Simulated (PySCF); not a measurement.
A structure optimised at PBE0-D3(BJ)/def2-SVP, used in a PySCF frequency run:

```xyz
9

O     -2.2634     0.3495    -0.0358
C     -1.3389    -0.6993     0.1375
Si     0.4056    -0.0737    -0.0228
F      0.8327     0.2708    -1.5272
F      1.4909    -1.1032     0.5554
F      0.5170     1.2888     0.8248
H     -2.1082     1.0078     0.6510
H     -1.4603    -1.2370     1.0999
H     -1.5335    -1.4475    -0.6480
```

Task: Write its SMILES and formula.

Result: OC[Si](F)(F)F, CH3F3OSi

Task: What are its rotational constants (standard atomic weights)?

Result: 3.8279, 2.0706, 2.0527 GHz
